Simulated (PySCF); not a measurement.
# Magnetic susceptibility: SMILES [C@@H]1(CNC=O)C(=C)C1, C$_{6}$H$_{9}$NO

Geometry:
```csv
atom,x (Å),y (Å),z (Å)
C1,-2.663,-0.060,1.040
C2,-1.709,-0.164,0.153
C3,-0.952,-0.982,-0.794
C4,-0.607,0.483,-0.570
C5,0.675,0.814,0.167
N6,1.840,0.634,-0.677
C7,2.662,-0.424,-0.547
O8,2.578,-1.274,0.303
H9,-3.293,-0.897,1.293
H10,-2.862,0.868,1.553
H11,-0.265,-1.719,-0.403
H12,-1.414,-1.269,-1.728
H13,-0.857,1.183,-1.361
H14,0.799,0.137,1.015
H15,0.651,1.846,0.531
H16,1.950,1.258,-1.460
H17,3.460,-0.422,-1.314
```

Computed, not measured: GIAO B97-2/pcSseg-1 magnetisability, rotational g tensor and spin-rotation constants, non-relativistic, gas phase in PySCF. Geometry: GFN2-xTB.

(1) What are the magnetisability and the molar susceptibility?

(2) Split it along the inertial axes a, b, c into diamagnetic and paramagnetic parts about the centre of mass, with the quadrupole moment.

(3) And the rotational g tensor?

Answers

(1) Isotropic -1166 × 10⁻³⁰ J/T², or -70.2 × 10⁻⁶ cm³/mol; principal values -1381, -1089, -1028 × 10⁻³⁰ J/T², anisotropy 327 × 10⁻³⁰ J/T² (root of half the summed squared differences of the principal values). The susceptibility is in cgs units.

(2) 
```csv
axis,χ (10⁻⁶ cm³/mol),diamagnetic (10⁻⁶ cm³/mol),paramagnetic (10⁻⁶ cm³/mol),summed x² of all electrons (Å²),quadrupole Θ (D Å)
a,-72.3,-365.7,293.4,239.9,-1.99
b,-64.0,-1170.9,1106.9,50.1,+0.56
c,-74.4,-1230.2,1155.8,36.1,+1.43
```
Anisotropies 2χaa − χbb − χcc = -6.2 and 2χbb − χaa − χcc = +18.7 × 10⁻⁶ cm³/mol. Θ is traceless in Buckingham's convention.

(3) 
```
axis  rotational constant (GHz)        g  nuclear part  electronic part
   a                     4.6721  -0.0251        0.6190          -0.6441
   b                     1.1050  -0.0110        0.5636          -0.5746
   c                     1.0435  -0.0056        0.5610          -0.5666
```
Asymmetric top; isotopes 12C, 1H, 14N, 16O; no vibrational averaging.
